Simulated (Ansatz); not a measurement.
`BCCBC` + `B[C](=C)[AlH2]` → `BCCB` + `B[C](=C)[AlH][CH3]`  (redistribution)

Program: Ansatz. Geometries: PBE0-D4/def2-TZVP. ΔE: electronic, gas phase. CBS: MP2 limit from def2 TZ/QZ plus the TZ coupled-cluster correction, frozen cores. Functionals use def2-TZVPP. B3LYP here is the variant with VWN-RPA as its local correlation; programs differ in this. Each species was taken in one conformer, which may not be the lowest.

CCSD(T)/CBS gives -0.11 eV.

Task: Another level gave -0.04 eV. Which?
A. MP2/def2-TZVPP
B. HF/def2-TZVPP
C. ωB97X-V/def2-TZVPP
D. B3LYP/def2-TZVPP

Result: C. ωB97X-V -0.04, MP2/def2-TZVPP -0.22, HF/def2-TZVPP 0.43, B3LYP 0.02 eV.

Largest T1 diagnostic among the species: 0.011.

In def2-TZVPP, CCSD(T) changes the Hartree–Fock value by −0.53 eV (the triples alone add −0.09 eV) and MP2 by −0.64 eV. From PBE to PBE0 (25 % exact exchange), in def2-TZVPP and without D4, ΔE moves by +0.06 eV.
